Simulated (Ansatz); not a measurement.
Basis-set extrapolation for C3H4F4O, SMILES `FCCOC(F)(F)F` (PBE0-D4/def2-TZVP geometry, frozen core, Ansatz 0.2.0). Multiplicity 1, RHF reference.

|  | def2-TZVPP | def2-QZVPP |
| --- | --- | --- |
| HF | -588.817432 | -588.843057 |
| MP2 correlation | -1.712895 | -1.861239 |
| CCSD(T) correlation | -1.794767 | not run |

Energies in hartree. Use E(X) = E(∞) + A·exp(−7.88·√X) for Hartree–Fock and E(X) = E(∞) + B·X^(−2.97) for correlation, with X = 3 and 4, and add CCSD(T) minus MP2 of the smaller set to the MP2 limit.

What is the CCSD(T) energy at the basis-set limit?

HF limit: -588.843057 + (-0.025625) × 0.13774 = -588.84659. MP2 limit: -1.861239 + (-0.148344) × 0.74074 = -1.97112. Higher-order term: -1.794767 − (-1.712895) = -0.08187. Total: -590.89958 hartree, 7.82 eV below CCSD(T)/def2-TZVPP.
